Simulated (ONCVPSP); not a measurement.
Configuration tests for Fe (Z = 26) (ONCV)

| Item | Value |
| --- | --- |
| Element | Fe |
| Generator | ONCVPSP 4.0.1 |
| Type | optimised norm-conserving Vanderbilt (ONCV) |
| Functional | LDA (Perdew-Zunger) |
| Relativity | scalar-relativistic |
| Frozen core | [Ne] |
| Valence charge | 16 |
| Reference configuration | 3s2 3p6 3d6 4s2 |
| Partial waves | 3s+4s: rc 1.10 bohr, ncon 4, nbas 8, qcut 12.6 1/bohr, 2 projectors; 3p: rc 0.90 bohr, ncon 3, nbas 6, qcut 10.8 1/bohr, 2 projectors, debl 0.8 Ha; 3d: rc 1.70 bohr, ncon 5, nbas 10, qcut 9.4 1/bohr, 1 projector |
| Local potential | polynomial inside 0.80 bohr (lpopt 5, dvloc0 0 Ha) |
| Core correction | none |

In the p channel the program set the typed energies aside and used -2.202, 0.250 Ha.

Energies are relative to the spin-unpolarised reference configuration 3s2 3p6 3d6 4s2; without spin polarisation the order of configurations can differ from experiment.

Q: Give the all-electron excitation energy and the error of the potential for: 3s2 3p6 3d6 4s1; 3s2 3p6 3d6 4s0; 3s2 3p6 3d5 4s0; 3s2 3p6 3d6 4s0 4p1.

A:

| valence configuration | charge | ΔE all-electron (eV) | error AE − PS (meV) |
| --- | --- | --- | --- |
| 3s2 3p6 3d6 4s1 | +1 | 8.981 | +1.2 |
| 3s2 3p6 3d6 4s0 | +2 | 25.473 | +7.9 |
| 3s2 3p6 3d5 4s0 | +3 | 60.002 | -2.1 |
| 3s2 3p6 3d6 4s0 4p1 | +1 | 14.115 | +3.4 |

Levels in the configuration 3s2 3p6 3d6 4s1:

| level | all-electron (eV) | pseudo (eV) |
| --- | --- | --- |
| 3s | -102.117 | -102.125 |
| 3p | -68.541 | -68.546 |
| 3d | -16.272 | -16.288 |
| 4s | -12.634 | -12.630 |
